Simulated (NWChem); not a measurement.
System: CH4F2GaN; SMILES C[NH][Ga]([F])[F]

NWChem input:

```
start job
memory heap 200 mb stack 900 mb global 1100 mb
geometry units angstroms noautoz
  Ga     0.015017    -0.398538     0.043092
  F      0.991240    -1.847319    -0.034647
  F     -1.695472    -0.634899     0.326253
  N      0.713022     1.255291    -0.132875
  C     -0.028964     2.510805    -0.115074
  H      1.704342     1.339704    -0.317792
  H      0.032772     3.037613    -1.077354
  H      0.337232     3.185321     0.670854
  H     -1.084877     2.309133     0.086134
end
basis spherical
  * library 6-31g*
end
dft
  xc hfexch
  iterations 150
  mulliken
end
task dft energy
```

All runs use the structure optimised with B3LYP/6-31G* (spherical d).

Task: What results follow from this input? (Hartree-Fock/6-31G* (spherical d).) Quantities: basis functions; energy (Ha); highest occupied level (eV); orbital gap (eV); dipole (D).

Result: 
```
Item                           Result
---------------------------  --------
number of basis functions          96
energy (Ha)                  -2216.58
highest occupied level (eV)    -10.69
orbital gap (eV)                12.78
dipole (D)                       3.33
```
